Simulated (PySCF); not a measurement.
Computed shifts of a molecule C2H5ClO2Si, PBE/pcSseg-1 in PySCF, GIAO, gas phase, atoms alike by connectivity averaged where their shifts nearly agree, in ppm (number of nuclei): ¹³C: 159.4 (1), 133.9 (1). ²⁹Si: -34.1 (1). ¹H: 6.40 (2), 5.20 (1), 2.55 (1), 1.90 (1). References: ¹³C against TMS (σ = 182.0 ppm); ³⁵Cl against HCl (σ = 936.5 ppm); ²⁹Si against TMS (σ = 335.4 ppm); ¹⁷O against H2O (σ = 334.3 ppm); ¹H against TMS (σ = 31.49 ppm), references at their B3LYP-D3(BJ)/def2-TZVP geometries, non-relativistic (without spin–orbit terms, shifts of atoms bonded to Cl or Br come out too high). The structure is a stationary point at B3LYP-D3(BJ)/def2-SVP. One conformer was computed; it need not be the lowest.

Question: Which molecule gave these data?
(A) CC(=O)[Si@@H](O)Cl
(B) O[C@@H]1CO[Si@H]1Cl
(C) Cl[SiH]1OCCO1
(D) C=C(Cl)[SiH](O)O

Answer: D, C=C(Cl)[SiH](O)O
